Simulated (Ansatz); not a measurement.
The inner images of a band of ClGaH6Si (9 atoms, charge 0, multiplicity 1) are given out of order.

All numbers below come from RKS r2SCANh/def2-mTZVP (Ansatz).

First end point:

```xyz
9
Properties=species:S:1:pos:R:3
Ga -0.763 -0.689 -0.802
Si 0.573 -0.486 1.191
H -0.055 -1.064 -2.153
H -2.329 -0.699 -0.742
H 0.564 2.195 -1.120
Cl -0.709 2.019 -1.293
H 1.733 0.426 0.939
H -0.164 0.085 2.353
H 1.151 -1.788 1.627
```

Last end point:

```xyz
9
Properties=species:S:1:pos:R:3
Ga -1.034 -0.054 -1.555
Si 0.882 -0.121 1.354
H 0.088 -0.849 -2.281
H -2.236 -0.599 -0.734
H 0.125 0.326 0.137
Cl -1.138 2.054 -2.053
H 2.238 0.462 1.262
H 0.147 0.380 2.535
H 0.928 -1.599 1.335
```

Question: Put them in order from the first end to the last, with their energies above the first end.
A.
```xyz
9
Properties=species:S:1:pos:R:3
Ga -0.733 -0.607 -0.908
Si 0.621 -0.326 1.091
H 0.002 -1.087 -2.202
H -2.281 -0.676 -0.714
H 0.145 1.604 -0.444
Cl -0.554 2.065 -1.453
H 1.894 0.442 0.921
H -0.091 0.298 2.241
H 0.998 -1.714 1.468
```
B.
```xyz
9
Properties=species:S:1:pos:R:3
Ga -0.947 -0.121 -1.398
Si 0.808 -0.083 1.240
H 0.107 -0.987 -2.147
H -2.165 -0.623 -0.566
H 0.155 0.570 0.059
Cl -0.951 2.002 -1.896
H 2.180 0.460 1.230
H 0.014 0.331 2.413
H 0.798 -1.552 1.067
```
C.
```xyz
9
Properties=species:S:1:pos:R:3
Ga -0.753 -0.454 -1.025
Si 0.652 -0.164 1.067
H 0.084 -1.078 -2.174
H -2.239 -0.641 -0.617
H 0.030 1.143 -0.328
Cl -0.535 2.020 -1.423
H 1.999 0.461 1.011
H -0.085 0.349 2.249
H 0.847 -1.635 1.240
```
D.
```xyz
9
Properties=species:S:1:pos:R:3
Ga -0.770 -0.703 -0.864
Si 0.583 -0.436 1.114
H -0.069 -1.139 -2.198
H -2.332 -0.713 -0.765
H 0.419 2.070 -0.582
Cl -0.594 1.982 -1.387
H 1.774 0.426 0.816
H -0.124 0.242 2.237
H 1.114 -1.729 1.628
```
E.
```xyz
9
Properties=species:S:1:pos:R:3
Ga -0.848 -0.249 -1.223
Si 0.713 -0.081 1.120
H 0.104 -1.064 -2.141
H -2.198 -0.656 -0.569
H 0.117 0.796 -0.068
Cl -0.688 1.995 -1.590
H 2.069 0.482 1.064
H -0.074 0.349 2.289
H 0.805 -1.572 1.119
```

Answer: D (+0.4 kcal/mol), A (+4.4 kcal/mol), C (+9.3 kcal/mol), E (-11.1 kcal/mol), B (-26.6 kcal/mol).

Time of the run: 2.7 min on 4 threads of Arm Neoverse N1, with other jobs on the host, peak memory 0.25 GiB.
